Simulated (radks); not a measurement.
Values are calculated unless marked as measured or tabulated.
Dipole-allowed excitations along the series with 48 electrons in [Kr] 4d10 5s2. Code: a radial shooting solver on a logarithmic mesh with Libxc functionals. Model: scalar-relativistic Kohn-Sham, LB94 model potential, spin-unpolarised, spherical densities, finite nucleus; Fermi nuclear charge, rms radius of each element as measured or else 0.836 A^(1/3) + 0.57 fm. Time-dependent linear response with the Hartree and adiabatic LDA kernel, continuum included through the Sternheimer equations, no spin-orbit coupling, so fine structure and intercombination lines are absent. Lines are the poles of the dipole polarisability below minus the highest occupied eigenvalue, found on a grid refined at the orbital gaps; the lowest seven at most are given, and weak or close lines can be missed. The first line takes the name of the lowest orbital gap if no other gap lies below it; otherwise a line is named after a gap within 0.6 % of it, if that gap stands alone.

| species | -e(HOMO) (eV) | lowest orbital gap (eV) | first line (eV) | f | static alpha (bohr^3) |
|---|---|---|---|---|---|
| Sn2+ | 32.935 | 5s-5p 8.962 | 10.783 (5s-5p) | 1.55 | 12.87 |
| Sb3+ | 46.565 | 5s-5p 10.666 | 12.798 (5s-5p) | 1.56 | 9.200 |
| Te4+ | 61.646 | 5s-5p 12.365 | 14.775 (5s-5p) | 1.57 | 6.910 |
